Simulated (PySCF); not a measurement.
**NMR parameters of SnCl2**

SnCl2, Cl2Sn, point group C2v.

Geometry (Å), atoms numbered from 1 in this order:
```xyz
3

Sn    0.0043   -0.0071   -1.0477
Cl    1.7914   -0.0147    0.5310
Cl   -1.7957    0.0218    0.5167
```

GIAO calculations in PySCF on the PBE0-D3(BJ)/def2-SVP structure: isolated species, scalar relativity only through the core potential, equivalent atoms averaged; basis pcSseg-1 (def2-TZVP on Sn).

Problem. Give the isotropic shieldings (ppm) with PBE0, wB97X-D.

Solution. 
```json
{"atoms": "Cl2/Cl3", "environment": "chlorine bonded to Sn", "PBE0": "488", "wB97X-D": "501"}
{"atoms": "HOMO–LUMO gap (eV)", "environment": "–", "PBE0": "4.93", "wB97X-D": "8.26"}
```

Problem. And the chemical shifts, against references computed in the same way?

Solution. 
```csv
atoms,"nucleus, reference",PBE0,wB97X-D
Cl2/Cl3,"35Cl, HCl",455,439
```

Problem. Which part of the shielding of Cl2/Cl3 depends on the functional?

Solution. Diamagnetic: PBE0 1148, wB97X-D 1148 ppm; paramagnetic: PBE0 -660, wB97X-D -647 ppm. The diamagnetic part, set mainly by inner electrons, hardly moves; the paramagnetic part goes with low-lying magnetically allowed excitations and carries the spread.

Sn is described by an effective core potential, so it has no shielding of its own here; spin–orbit effects on the atoms bonded to it, which can be large, are absent, and the values of these neighbours are rough.
